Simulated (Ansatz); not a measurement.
Input for Ansatz (a program for electronic structure): R-PBE0/def2-TZVPP on SiH4 (SMILES [SiH4]).

Ansatz 0.2 input:
```yaml
crystal:
  periodic: [false, false, false]
  atoms:
    - {symbol: Si, position_ang: [-0.00000000, -0.00000000, 0.00000000]}
    - {symbol: H, position_ang: [0.86054855, 0.86054855, 0.86054855]}
    - {symbol: H, position_ang: [-0.86054855, -0.86054855, 0.86054855]}
    - {symbol: H, position_ang: [-0.86054855, 0.86054855, -0.86054855]}
    - {symbol: H, position_ang: [0.86054855, -0.86054855, -0.86054855]}
basis:
  gaussian:
    orbitals: def2-TZVPP
hamiltonian:
  xc: {name: PBE0}
scf: {lower_state_search: off}
```

Output:

```
WARN ansatz: RAYON_NUM_THREADS=4 ignored (pool sized by the plan → 4); use --threads N
Functional definition: PBE0
these checks for a lower state are left out or cut short: stability, starts, cluster_reference, orbital_swaps, neighbouring_geometries, increment
integrals: 0.02 GiB planned
527 factors; their error is unknown
mean field: 0.24 GiB planned
mean field evaluation 1: about -7938.8214 eV, gradient 8.7e0 eV
mean field evaluation 2: about -7939.0398 eV, gradient 3.8e0 eV
mean field evaluation 4: about -7939.0844 eV, gradient 8.3e-2 eV
mean field evaluation 8: about -7939.1005 eV, gradient 3.8e-5 eV
mean field -7939.10045562 eV, -291.7565604284 hartree, gradient 3.7e-6 eV, S^2 0.000000; 0 other end points of the search recorded, 0 dependent functions left out
reference -7939.10048153 eV, -291.7565613805 hartree; 9, 9 occupied and 89, 89 virtual orbitals, 527 factors
Total energy: -7939.10048153 eV, -291.7565613805 hartree
Checks for a lower state left out: stability, starts, cluster_reference, orbital_swaps, neighbouring_geometries, increment
```

The calculation finished and met its thresholds.

Cost: roughly 1.0 core-seconds.
